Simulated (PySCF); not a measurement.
Cl₂Se, singlet, geometry from GFN2-xTB; B3LYP/3-21G (PySCF).

The PySCF input:
```python
from pyscf import gto, scf, dft

mol = gto.Mole()
mol.atom = '''
    Se    0.00136488    0.00124916    0.68646471
    Cl    1.04133364    1.25945705   -0.69083200
    Cl   -1.04406340   -1.26195537   -0.68209743
'''
mol.basis = '3-21g'
mol.verbose = 4
mol.build()

mf = dft.RKS(mol)
mf.xc = 'b3lyp'
mf.kernel()
mo_i, mo_e, stable_i, stable_e = mf.stability(internal=True, external=True, return_status=True, nroots=6, tol=1e-6)
print('internally stable:', stable_i, ' externally stable:', stable_e)
if not stable_e:
    umf = mf.to_uhf() if not hasattr(mf, 'xc') else mf.to_uks()
    umf.scf_summary = {}
    umf.kernel(umf.make_rdm1(mo_e, umf.mo_occ))
```

Task: Write the output that PySCF gives for this input, abridged.

Result: 
```
PySCF version 2.14.0

[INPUT] verbose = 4
[INPUT] num. atoms = 3
[INPUT] num. electrons = 68
[INPUT] charge = 0
[INPUT] spin (= nelec alpha-beta = 2S) = 0
[INPUT] symmetry False subgroup None
[INPUT] Mole.unit = angstrom
[INPUT] Symbol           X                Y                Z      unit          X                Y                Z       unit  Magmom
[INPUT]  1 Se     0.001364880000   0.001249160000   0.686464710000 AA    0.002579249393   0.002360570286   1.297230296079 Bohr   0.0
[INPUT]  2 Cl     1.041333640000   1.259457050000  -0.690832000000 AA    1.967835383896   2.380028890153  -1.305483278086 Bohr   0.0
[INPUT]  3 Cl    -1.044063400000  -1.261955370000  -0.682097430000 AA   -1.972993882682  -2.384750030724  -1.288977332970 Bohr   0.0

nuclear repulsion = 333.157630081778
number of shells = 24
number of NR pGTOs = 108
number of NR cGTOs = 48
basis = 3-21g
ecp = {}

******** <class 'pyscf.dft.rks.RKS'> ********
method = RKS
initial guess = minao
damping factor = 0
level_shift factor = 0
DIIS = <class 'pyscf.scf.diis.CDIIS'>
diis_start_cycle = 1
diis_space = 8
diis_damp = 0
SCF conv_tol = 1e-09
SCF conv_tol_grad = None
SCF max_cycles = 50
direct_scf = True
direct_scf_tol = 1e-13
XC library pyscf.dft.libxc version 7.1.2
    S. Lehtola, C. Steigemann, M. J. T. Oliveira, and M. A. L. Marques,  SoftwareX 7, 1–5 (2018)
XC functionals = b3lyp
    P. J. Stephens, F. J. Devlin, C. F. Chabalowski, and M. J. Frisch,  J. Phys. Chem. 98, 11623 (1994)
radial grids:
    Treutler-Ahlrichs [JCP 102, 346 (1995); DOI:10.1063/1.469408] (M4) radial grids

becke partition: Becke, JCP 88, 2547 (1988); DOI:10.1063/1.454033
pruning grids: <function nwchem_prune>
grids dens level: 3
symmetrized grids: False
atomic radii adjust function: <function treutler_atomic_radii_adjust>
small_rho_cutoff = 0
Set gradient conv threshold to 3.16228e-05
Initial guess from minao.
tot grids = 58184
init E= -3303.62111004665
cycle= 1 E= -3306.14592067775  delta_E= -2.52  |g|= 0.221  |ddm|= 2.17
cycle= 2 E= -3306.13101727024  delta_E= 0.0149  |g|= 0.314  |ddm|= 0.783
cycle= 3 E= -3306.16555285023  delta_E= -0.0345  |g|= 0.0188  |ddm|= 0.472
cycle= 4 E= -3306.16569306396  delta_E= -0.00014  |g|= 0.0022  |ddm|= 0.0388
cycle= 5 E= -3306.16569513299  delta_E= -2.07e-06  |g|= 0.00011  |ddm|= 0.00423
cycle= 6 E= -3306.16569513926  delta_E= -6.27e-09  |g|= 6.3e-06  |ddm|= 0.000249
cycle= 7 E= -3306.16569513929  delta_E= -2.91e-11  |g|= 2.45e-06  |ddm|= 2.24e-05
Extra cycle  E= -3306.16569513928  delta_E= 9.09e-12  |g|= 1.63e-06  |ddm|= 7.56e-06
converged SCF energy = -3306.16569513928
rhf_internal: lowest eigs of H = [0.48321152 0.50331488 0.81922266 0.82333143 0.8341151  0.87163149]
<class 'pyscf.dft.rks.RKS'> wavefunction is stable in the internal stability analysis
rhf_real2complex: lowest eigs of H = [0.08474291 0.09635978 0.18214538 0.18262252 0.18897679 0.20295159]
<class 'pyscf.dft.rks.RKS'> wavefunction is stable in the real -> complex stability analysis
rhf_external: lowest eigs of H = [0.06088249 0.07286377 0.15350317 0.15780848 0.16312102 0.17359895]
<class 'pyscf.dft.rks.RKS'> wavefunction is stable in the RHF/RKS -> UHF/UKS stability analysis
internally stable: True  externally stable: True
```
